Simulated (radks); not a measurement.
The neodymium ion Nd+, 59 electrons, occupied as [Xe] 4f3 6s2 (not the ground configuration). Calculated with a radial shooting solver on a logarithmic mesh with Libxc functionals: scalar-relativistic Kohn-Sham, PBE, spin-polarised, spherical densities, point nucleus; open shells are filled with parallel spins first (spin-orbit coupling, left out, can overturn this in heavy ions).

Normalised radial functions P(r) = r R(r), r in bohr:

| r | 5p down | 4f down | 6s down |
|---|---|---|---|
| 0.002827 | 0.0047 | 0.0000 | 0.0305 |
| 0.003831 | 0.0078 | 0.0000 | 0.0374 |
| 0.005192 | 0.0132 | 0.0000 | 0.0447 |
| 0.007037 | 0.0218 | 0.0000 | 0.0512 |
| 0.009461 | 0.0352 | 0.0000 | 0.0552 |
| 0.01282 | 0.0562 | 0.0000 | 0.0542 |
| 0.01738 | 0.0866 | 0.0001 | 0.0444 |
| 0.02355 | 0.1266 | 0.0004 | 0.0225 |
| 0.03192 | 0.1716 | 0.0013 | -0.0124 |
| 0.04326 | 0.2069 | 0.0038 | -0.0542 |
| 0.05863 | 0.2045 | 0.0103 | -0.0854 |
| 0.07945 | 0.1296 | 0.0266 | -0.0797 |
| 0.1077 | -0.0313 | 0.0637 | -0.0183 |
| 0.1459 | -0.2240 | 0.1398 | 0.0775 |
| 0.1978 | -0.3066 | 0.2758 | 0.1298 |
| 0.2681 | -0.1377 | 0.4798 | 0.0568 |
| 0.3633 | 0.2285 | 0.7223 | -0.1091 |
| 0.4923 | 0.4635 | 0.9273 | -0.1877 |
| 0.6673 | 0.2448 | 0.9997 | -0.0370 |
| 0.9043 | -0.3313 | 0.9063 | 0.2197 |
| 1.216 | -0.8043 | 0.7100 | 0.2946 |
| 1.648 | -0.8718 | 0.4767 | 0.0567 |
| 2.233 | -0.5805 | 0.2688 | -0.3354 |
| 3.027 | -0.2486 | 0.1249 | -0.5855 |
| 4.102 | -0.0658 | 0.0462 | -0.5461 |
| 5.559 | -0.0092 | 0.0120 | -0.3055 |
| 7.534 | -0.0006 | 0.0019 | -0.0998 |
| 10.21 | 0.0000 | 0.0001 | -0.0165 |

5p down: eigenvalue -32.227 eV, 3 radial nodes at r = 0.102, 0.303, 0.767 bohr, <r> = 1.68 bohr, 90 % of the charge inside 2.44 bohr. 4f down (empty): eigenvalue -14.007 eV, 0 radial nodes, <r> = 1.00 bohr, 90 % of the charge inside 1.73 bohr. 6s down: eigenvalue -9.603 eV, 5 radial nodes at r = 0.0290, 0.114, 0.299, 0.697, 1.73 bohr, <r> = 3.76 bohr, 90 % of the charge inside 5.40 bohr.
